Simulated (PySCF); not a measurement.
**Bond curve of BeZn⁺**

Set-up: Be jorge-DZP-DKH, Zn jorge-DZP-DKH; spin-free X2C with a Gaussian nucleus (PySCF 2.14). Energies in eV from Be⁺ + Zn in their ground configurations at the same level. State: ²Σ⁺ (doublet), unpaired electrons σ ↑.

```csv
R (Å),PBE,BHandHLYP
1.996,-2.053,-1.616
2.089,-2.224,-1.827
2.182,-2.313,-1.953
2.251,-2.340,-2.004
2.321,-2.340,-2.027
2.391,-2.321,-2.027
2.483,-2.271,-2.001
2.599,-2.184,-1.938
2.739,-2.058,-1.836
2.925,-1.879,-1.679
```

Task: Put a parabola through the three lowest points of the PBE curve and estimate Re, k and ωe (reduced mass 7.899 u; 1 eV/Å² = 0.16022 mdyn/Å; ωe = 1302.8·√(k/μ) cm⁻¹).

Result: Through R = 2.251, 2.321, 2.391 Å the second-order coefficient is 1.94 eV/Å², so Re ≈ 2.286 Å, k ≈ 0.621 mdyn/Å and ωe ≈ 365 cm⁻¹. A polynomial fit of higher order to the unrounded PBE energies gives Re = 2.287 Å, k = 0.756 mdyn/Å, ωe = 403 cm⁻¹; anharmonicity and rounding make the difference.

The higher-order fit for each curve: PBE: Re = 2.287 Å, ωe = 403 cm⁻¹, De = 2.34 eV; BHandHLYP: Re = 2.356 Å, ωe = 374 cm⁻¹, De = 2.03 eV.

For an ion De counts to the pair picked by the measured ionisation energies or electron affinities, which need not be the lowest pair at this level. The state was picked by a PBE0 search and need not be the measured ground state.
